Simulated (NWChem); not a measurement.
System: CH6GeOSi; SMILES O=[C]([SiH3])[GeH3]

Input file for NWChem:

```
start job
memory heap 200 mb stack 900 mb global 1100 mb
geometry units angstroms noautoz
  O     -1.657087    -0.725928    -0.654967
  C     -0.523524    -0.598004    -0.259707
  Si     0.596431    -2.133221     0.155888
  Ge     0.183950     1.290350    -0.040338
  H      1.820391    -2.050154    -0.699170
  H      1.011053    -2.020741     1.588211
  H     -0.138802    -3.406508    -0.087766
  H      1.636498     1.297204     0.476481
  H     -0.731302     2.022525     0.954603
  H      0.111607     1.981230    -1.411949
end
basis spherical
  * library 6-31g*
end
dft
  xc b3lyp
  iterations 150
  mulliken
end
task dft energy
```

NWChem printed, in part:

```
             Northwest Computational Chemistry Package (NWChem) 7.3.0
             --------------------------------------------------------

 C1  symmetry detected

                             Geometry "geometry" -> ""
                             -------------------------

 Output coordinates in angstroms (scale by  1.889725989 to convert to a.u.)

  No.       Tag          Charge          X              Y              Z
 ---- ---------------- ---------- -------------- -------------- --------------
    1 O                    8.0000    -1.78063047     0.71506854     0.00000020
    2 C                    6.0000    -0.57952080     0.59302075    -0.00000631
    3 Si                  14.0000     0.60731341     2.13423268     0.00000751
    4 Ge                  32.0000     0.16994692    -1.29187213    -0.00001218
    5 H                    1.0000     1.48015354     2.03818046     1.21039028
    6 H                    1.0000     1.47270126     2.04332237    -1.21611399
    7 H                    1.0000    -0.17336465     3.40376473     0.00498354
    8 H                    1.0000     1.71169507    -1.29105843    -0.00753189
    9 H                    1.0000    -0.36130422    -2.00888690    -1.25194512
   10 H                    1.0000    -0.34840176    -2.00334454     1.26053812

 Effective nuclear repulsion energy (a.u.)     314.4121457028

                                 NWChem DFT Module
                                 -----------------

 Summary of "ao basis" -> "ao basis" (spherical)
 ------------------------------------------------------------------------------
       Tag                 Description            Shells   Functions and Types
 ---------------- ------------------------------  ------  ---------------------
 O                           6-31g*                  6       14   3s2p1d
 C                           6-31g*                  6       14   3s2p1d
 Si                          6-31g*                  8       18   4s3p1d
 Ge                          6-31g*                 12       32   5s4p3d
 H                           6-31g*                  2        2   2s

            General Information
            -------------------
          SCF calculation type: DFT
          Wavefunction type:  closed shell.
          No. of atoms     :    10
          No. of electrons :    66
           Alpha electrons :    33
            Beta electrons :    33
          Charge           :     0
          Spin multiplicity:     1
          Use of symmetry is: off; symmetry adaption is: off
          Maximum number of iterations: 150
          AO basis - number of functions:    90
                     number of shells:    44
          Convergence on energy requested:  1.00D-06
          Convergence on density requested:  1.00D-05
          Convergence on gradient requested:  5.00D-04

              XC Information
              --------------
                         B3LYP Method XC Potential
                     Hartree-Fock (Exact) Exchange  0.200
                        Slater Exchange Functional  0.800 local
                    Becke 1988 Exchange Functional  0.720 non-local
              Lee-Yang-Parr Correlation Functional  0.810
                  VWN I RPA Correlation Functional  0.190 local

             Grid Information
             ----------------
          Grid used for XC integration:  medium
          Radial quadrature: Mura-Knowles
          Angular quadrature: Lebedev.
          Tag              B.-S. Rad. Rad. Pts. Rad. Cut. Ang. Pts.
          ---              ---------- --------- --------- ---------
          O                   0.60       49          10.0       434
          C                   0.70       49           8.0       434
          Si                  1.10       88          12.0       590
          Ge                  1.25      112          11.0       590
          H                   0.35       45          13.0       434
          Grid pruning is: on
          Number of quadrature shells:   568
          Spatial weights used:  Erf1

      Superposition of Atomic Density Guess
      -------------------------------------

 Sum of atomic energies:       -2479.24274561

      Non-variational initial energy
      ------------------------------

 Total energy =   -2480.555302
 1-e energy   =   -4077.839448
 2-e energy   =    1282.872000
 HOMO         =      -0.223714
 LUMO         =      -0.054479

     ---------------------------------------------
      Total Density - Mulliken Population Analysis
     ---------------------------------------------

    Atom       Charge   Shell Charges
 -----------   ------   -------------------------------------------------------
    1 O    8     8.78   2.00  0.96  3.07  0.93  1.80  0.02
    2 C    6     5.50   2.00  0.72  1.47  0.62  0.63  0.06
    3 Si  14    13.68   2.00  2.00  5.97  1.01  1.73  0.31  0.56  0.11
    4 Ge  32    31.93   2.00  2.00  6.00  2.00  5.99  1.22  1.99  0.14  0.46  6.87  2.97  0.28
    5 H    1     1.04   0.46  0.58
    6 H    1     1.04   0.46  0.58
    7 H    1     1.05   0.47  0.58
    8 H    1     1.00   0.45  0.55
    9 H    1     0.99   0.45  0.54
   10 H    1     0.99   0.45  0.54

   convergence    iter        energy       DeltaE   RMS-Dens  Diis-err
 ---------------- ----- ----------------- --------- --------- ---------
 d= 0,ls=0.0,diis     1  -2483.0318557154 -2.80D+03  1.83D-02  8.41D-01
 d= 0,ls=0.0,diis     2  -2482.6661345678  3.66D-01  1.22D-02  4.58D+00
 d= 0,ls=0.0,diis     3  -2483.1411058594 -4.75D-01  1.68D-03  2.71D-02
 d= 0,ls=0.0,diis     4  -2483.1425811257 -1.48D-03  9.85D-04  9.45D-03
 d= 0,ls=0.0,diis     5  -2483.1435693628 -9.88D-04  2.58D-04  4.60D-04
  Resetting Diis
 d= 0,ls=0.0,diis     6  -2483.1436436640 -7.43D-05  3.21D-05  8.07D-06
 d= 0,ls=0.0,diis     7  -2483.1436447781 -1.11D-06  1.12D-05  4.38D-07
 d= 0,ls=0.0,diis     8  -2483.1436447025  7.56D-08  6.53D-06  1.32D-06

         Total DFT energy =    -2483.143644702463
      One electron energy =    -4079.890403893437
           Coulomb energy =     1398.527683611170
    Exchange-Corr. energy =     -116.193070122960
 Nuclear repulsion energy =      314.412145702764

 Numeric. integr. density =       65.999975835582

                       DFT Final Molecular Orbital Analysis
                       ------------------------------------

 Vector   31  Occ=2.000000D+00  E=-3.470932D-01
              MO Center= -2.9D-01, -1.5D+00,  1.2D-02, r^2= 2.9D+00
   Bfn.  Coefficient  Atom+Function         Bfn.  Coefficient  Atom+Function
  ----- ------------  ---------------      ----- ------------  ---------------
    59      0.446703   4 Ge pz               89      0.232012  10 H  s
    87     -0.228994   9 H  s                90      0.221796  10 H  s
    88     -0.218746   9 H  s                 5     -0.189414   1 O  pz
    55     -0.184425   4 Ge pz                9     -0.123346   1 O  pz
    19     -0.077223   2 C  pz               63      0.074173   4 Ge pz

 Vector   32  Occ=2.000000D+00  E=-3.465156D-01
              MO Center=  5.6D-01, -7.5D-01, -1.1D-02, r^2= 4.9D+00
   Bfn.  Coefficient  Atom+Function         Bfn.  Coefficient  Atom+Function
  ----- ------------  ---------------      ----- ------------  ---------------
    57      0.381535   4 Ge px               86      0.245430   8 H  s
    85      0.243317   8 H  s                58      0.175654   4 Ge py
    53     -0.158194   4 Ge px               84      0.150490   7 H  s
    87     -0.138593   9 H  s                88     -0.135872   9 H  s
    89     -0.133549  10 H  s                90     -0.131046  10 H  s

 Vector   33  Occ=2.000000D+00  E=-2.237588D-01
              MO Center= -7.3D-01,  4.7D-01,  7.5D-06, r^2= 3.3D+00
   Bfn.  Coefficient  Atom+Function         Bfn.  Coefficient  Atom+Function
  ----- ------------  ---------------      ----- ------------  ---------------
     4      0.478481   1 O  py                8      0.364488   1 O  py
    58      0.356120   4 Ge py               56     -0.252729   4 Ge s
    18     -0.244156   2 C  py               36      0.218488   3 Si py
    35      0.199492   3 Si px               34     -0.197191   3 Si s
    54     -0.130308   4 Ge py               57     -0.122475   4 Ge px

 Vector   34  Occ=0.000000D+00  E=-6.464383D-02
              MO Center= -6.8D-01,  6.1D-01,  1.8D-04, r^2= 2.6D+00
   Bfn.  Coefficient  Atom+Function         Bfn.  Coefficient  Atom+Function
  ----- ------------  ---------------      ----- ------------  ---------------
    23     -0.438037   2 C  pz               19     -0.420545   2 C  pz
     5      0.414270   1 O  pz                9      0.412703   1 O  pz
    80      0.241959   5 H  s                82     -0.243068   6 H  s
    41     -0.212348   3 Si pz               88     -0.199524   9 H  s
    90      0.200234  10 H  s                63     -0.131216   4 Ge pz

 Vector   35  Occ=0.000000D+00  E= 6.269457D-03
              MO Center=  4.5D-01,  7.1D-01,  6.7D-06, r^2= 7.5D+00
   Bfn.  Coefficient  Atom+Function         Bfn.  Coefficient  Atom+Function
  ----- ------------  ---------------      ----- ------------  ---------------
    20      1.068457   2 C  s                39      0.618287   3 Si px
    62     -0.596253   4 Ge py               40      0.510252   3 Si py
    35      0.246638   3 Si px               56      0.232296   4 Ge s
    58     -0.231589   4 Ge py               21      0.225645   2 C  px
    80     -0.225367   5 H  s                82     -0.224983   6 H  s

[...]
```

Level: B3LYP/6-31G* (spherical d). Geometry: optimised at PBE0/def2-SVP.
